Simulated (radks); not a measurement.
Values are calculated unless marked as measured or tabulated.
Spherical jellium clusters: N electrons in a uniform positive sphere of charge N and radius rs N^(1/3), rs = 5.58 bohr. Level of theory: non-relativistic Kohn-Sham, LDA (Slater exchange, Perdew-Wang correlation), spin-polarised, spherical densities (a radial shooting solver with Libxc functionals). Levels are named by radial order and angular momentum (1s, 1p, 1d, 2s, ...), and open shells are averaged over m.

N = 19, configuration 1s2 1p6 1d10 2s(up 1, down 0). This is the lowest configuration that the search found. Occupied and some empty levels:

level    occupation  eigenvalue (eV)  <r> (bohr)
1s up             1          -3.4467       9.102
1s down           1          -3.3547       9.763
1p up             3          -3.0233       10.88
1p down           3          -2.9886       11.02
1d up             5          -2.4979       11.94
1d down           5          -2.4771       11.97
2s up             1          -2.2741       9.157
2s down           0          -2.0448       9.396
1f up             0          -1.8709       12.81
1f down           0          -1.8530       12.81
2p up             0          -1.4438       11.07
2p down           0          -1.3409       11.49
1g up             0          -1.1602       13.66
1g down           0          -1.1424       13.66

Energy (eV): total -34.2022, kinetic 17.956, external -789.09, Hartree 393.83, exchange-correlation -52.737, background 395.84.

Electron density:

r (bohr)  n(r) (e/bohr^3)
1.05             0.001672
2.81             0.001417
4.57             0.001210
6.33             0.001259
8.08             0.001514
9.84             0.001706
11.6             0.001522
13.4            0.0009472
15.1            0.0003862
16.9            0.0001135
18.6           0.00002734
20.4            5.893e-06
22.1            1.194e-06
